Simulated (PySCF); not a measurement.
**Calculated NMR data**

Level of theory: GIAO PBE0/pcSseg-1 shieldings, geometry from GFN2-xTB, in PySCF 2.14.0 with density-fitted response routines (gas phase, rapidly exchanging positions averaged, relativity neglected, one conformer).

δ = σ(ref) − σ, references computed at the same level: TMS for ¹H (31.72 ppm) and ¹³C (186.93 ppm). Splittings of carbon signals by F and P are missing where no couplings were computed. Where no couplings were computed, multiplicities follow the n + 1 count of equivalent neighbours, and m marks all less simple cases (inequivalent or close neighbours, rings, F or P nearby). Shifts are as computed. Against solution values, carbons near 30 ppm lie about +3 ppm off and those near 130 ppm about +5 ppm. Of 1211 compounds with measured shifts, 218 miss one by over three times the rms of a fit or turn the order of signals round; such compounds aren't used in these exercises.

Compound 1 (C6H7FO). ¹H NMR (600 MHz, computed): δ 4.87 (m, 1H), 2.32 (s, 3H), 1.46 (m, 3H). ¹³C{¹H} NMR (computed): δ 195.2, 109.0, 97.7, 82.5, 22.1, 5.6. Structure: `CC#CC(=O)[C@H](C)F`.

Compound 2 (C7H10F2). ¹H NMR (600 MHz, computed): δ 5.97 (m, 1H), 5.81 (q, 1H), 3.40 (m, 1H), 2.78 (m, 1H), 2.71 (m, 1H), 2.27 (m, 1H), 1.91 (m, 1H), 1.83 (d, 3H). ¹³C{¹H} NMR (computed): δ 140.4 (C), 133.4 (CH), 125.7 (CH), 47.2 (CH), 29.0 (CH2), 17.8 (CH2), 17.3 (CH3). Structure: SMILES C/C=C1/CC[C@@H]1C(F)F.

Compound 3 (C9H7N3). ¹H NMR (600 MHz, computed): δ 9.41 (s, 2H), 7.94 (m, 2H), 7.94 (m, 2H), 7.91 (m, 1H). ¹³C{¹H} NMR (computed): δ 150.9, 139.3, 136.4, 135.8, 135.7, 133.8. Structure: `c1(-c2ccccc2)cnnnc1`.
